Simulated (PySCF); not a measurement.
H3S2, SMILES [SH2+]S, charge +1. Atoms are numbered in the order given.

```xyz
5

S      0.0995    -1.0779     0.0000
S     -0.1146     0.9888     0.0000
H     -1.2393    -1.2488     0.0000
H      0.7405     1.3376     0.9937
H      0.7405     1.3376    -0.9937
```
Charge +1, spin multiplicity 1.

Geometry: B3LYP-D3(BJ)/def2-TZVP. The isomer is the one that the SMILES or the coordinates give; other isomers of the formula were not compared.

The numbers are results of PySCF with PBE/def2-TZVPD, not measurements.

Symmetry labels are those of the subgroup Cs that the program uses (full group Cs).

Computed valence orbital energies around the gap with their symmetry:
| orbital | symmetry | energy (eV) |
|---|---|---|
| HOMO−7 | A" | -161.98 |
| HOMO−6 | A' | -27.87 |
| HOMO−5 | A' | -24.07 |
| HOMO−4 | A" | -18.84 |
| HOMO−3 | A' | -17.76 |
| HOMO−2 | A' | -17.15 |
| HOMO−1 | A' | -14.79 |
| HOMO | A" | -12.82 |
| LUMO | A' | -9.04 |
| LUMO+1 | A" | -7.56 |
| LUMO+2 | A' | -6.93 |
| LUMO+3 | A' | -6.30 |
